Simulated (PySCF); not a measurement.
Ligand exchange on a metal centre used in film growth or etching (Zn NH2-SH). All species are isolated molecules in the gas phase. One relaxed conformer stands for each flexible species; it need not be the lowest.

These are PBE-D3(BJ)/def2-TZVP // TPSS-D3(BJ)/def2-SVP (PySCF) values and carry that method's errors. All candidates: neutral, multiplicity 1. 

The LUMO is -1.90 eV and the HOMO–LUMO gap is 4.41 eV. The HOMO is -6.31 eV.

Question: Name which member has these values.
A. [Zn(NH2)2]
B. [Zn(SH)2]
C. [Zn(NH2)(SH)]

Answer: B, [Zn(SH)2]. The others give [Zn(NH2)2]: -1.21 eV, 4.30 eV, -5.51 eV; [Zn(NH2)(SH)]: -1.57 eV, 4.31 eV, -5.88 eV
